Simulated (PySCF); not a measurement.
FMg, charge +1.

```xyz
2

Mg     0.0000     0.0000    -0.7286
F      0.0000     0.0000     0.9715
```
Charge +1, spin multiplicity 1.

Coordinates come from a PBE0-D3(BJ)/def2-TZVPD optimisation. The spin state was assumed, not searched.

Method: PySCF with B3LYP/pcSseg-2. Non-relativistic, no solvent.

Q: Give the absolute GIAO shielding of each atom: isotropic value and principal components (ppm). (An estimate is asked for; the answer gives what the named calculation found.)

A: 
```csv
atom,σ(iso),σ11,σ22,σ33,span
Mg1,627.3,588.6,588.6,704.7,116.1
F2,401.0,359.9,359.9,483.4,123.6
```
